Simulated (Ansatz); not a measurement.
`[OH][Ga]([F])[Cl]` + `O[SiH3]` → `[OH][Ga]([F])[O][SiH3]` + HCl at 700 K and 1 bar (ligand exchange at a Ga–Cl bond).

Calculated with Ansatz (gas phase, PBE0-D4/def2-TZVP geometries, no zero-point term in ΔE). CBS: MP2 limit from def2 TZ/QZ plus the TZ coupled-cluster correction, frozen cores. This one scheme is used for every species. For Ga outer-core shells are correlated without core-valence functions, which leaves a few kJ/mol of doubt a bond. Scalar relativity is left out up to krypton. One conformer a species, not always the lowest.

```json
{"species": "`[OH][Ga]([F])[Cl]`", "CCSD(T)/CBS energy (Eh)": "-2559.41427", "H − E (kJ/mol)": "97.5", "S (J/(mol·K))": "398.6"}
{"species": "`O[SiH3]`", "CCSD(T)/CBS energy (Eh)": "-366.69042", "H − E (kJ/mol)": "144.6", "S (J/(mol·K))": "321.6"}
{"species": "`[OH][Ga]([F])[O][SiH3]`", "CCSD(T)/CBS energy (Eh)": "-2465.70830", "H − E (kJ/mol)": "200.4", "S (J/(mol·K))": "510.3"}
{"species": "HCl", "CCSD(T)/CBS energy (Eh)": "-460.38127", "H − E (kJ/mol)": "38.4", "S (J/(mol·K))": "211.8"}
```

H − E and S are ideal-gas, rigid-rotor, harmonic terms from PBE0-D4/def2-TZVP, for one conformer and one mirror image of each species. 1 Eh = 2625.50 kJ/mol, R = 8.31446 J/(mol·K).

**Question.** By hand: ΔE, ΔH, ΔS and ΔG.

**Answer.** ΔE = (-2465.70830) + (-460.38127) − (-2559.41427) − (-366.69042) = 0.01512 Eh = 39.7 kJ/mol. Δ(H − E) = 200.4 + 38.4 − 97.5 − 144.6 = -3.3, so ΔH = 36.4 kJ/mol. ΔS = 510.3 + 211.8 − 398.6 − 321.6 = 1.9 J/(mol·K). ΔG = 36.4 − 700 × (1.9)/1000 = 35.1 kJ/mol.

**Question.** By hand: the equilibrium constant, and the temperature at which ΔG would vanish if ΔH and ΔS stayed fixed.

**Answer.** log₁₀ K = −ΔG/(RT ln 10) = -2.6. ΔG = 0 at ΔH/ΔS = 19158 K, far beyond where these terms or the molecules hold.

The number of gas molecules stays the same, so ΔS is small and ΔH decides. A doubt of 5 kJ/mol in ΔE shifts log₁₀ K by 0.4 here. Other conformers and mirror images would add mixing entropy, several J/(mol·K) or more a flexible species. Modes under 60 cm⁻¹, often nearly free rotors, make the harmonic entropy too high. These are equilibria of isolated gas molecules and say nothing of rates. Largest T1 diagnostic: 0.014 (customary marks: 0.02 for closed shells, 0.045 for open ones).
